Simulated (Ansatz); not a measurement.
One change: `[NH]=[Nb]([NH2])([NH2])[F]` becomes `[NH]=[Nb]([NH2])([F])[F]`.

Ansatz, PBE0-D4/def2-TZVP geometries, multiplicity 1. Each molecule was computed in one conformer, which needn't be the lowest.

Elements past krypton have def2 core potentials.

```
                                        property  `[NH]=[Nb]([NH2])([NH2])[F]`
               LUMO energy (PBE/def2-TZVPP) / eV                         -1.38
  size of the dipole moment (PBE/def2-TZVPP) / D                          2.43
size of the dipole moment (B3LYP/def2-TZVPP) / D                          2.50
              HOMO energy (PBE0/def2-TZVPP) / eV                         -7.39
           HOMO–LUMO gap (B3LYP/def2-TZVPP) / eV                          6.38
           LUMO energy (ωB97M-V/def2-TZVPP) / eV                          0.88
```

(1) Give the same properties after the change, and the shifts. (Best estimate.)

Results:

(1) Computed: 
| property | `[NH]=[Nb]([NH2])([F])[F]` | shift |
| --- | --- | --- |
| LUMO energy (PBE/def2-TZVPP) / eV | -2.02 | -0.64 |
| size of the dipole moment (PBE/def2-TZVPP) / D | 2.45 | 0.02 |
| size of the dipole moment (B3LYP/def2-TZVPP) / D | 2.54 | 0.04 |
| HOMO energy (PBE0/def2-TZVPP) / eV | -8.21 | -0.82 |
| HOMO–LUMO gap (B3LYP/def2-TZVPP) / eV | 6.53 | 0.15 |
| LUMO energy (ωB97M-V/def2-TZVPP) / eV | 0.72 | -0.16 |

With PBE0 the HOMO falls by 0.82 eV and the LUMO falls by 0.65 eV, so the gap widens by about 0.17 eV. PBE moves the HOMO by -0.76 eV and ωB97M-V by -0.86 eV. The zero-point energy changes by -59.7 kJ/mol with -6 modes. Dipoles are sizes alone; their direction can turn.

B3LYP here is the variant with VWN-RPA as its local correlation; programs differ in this.
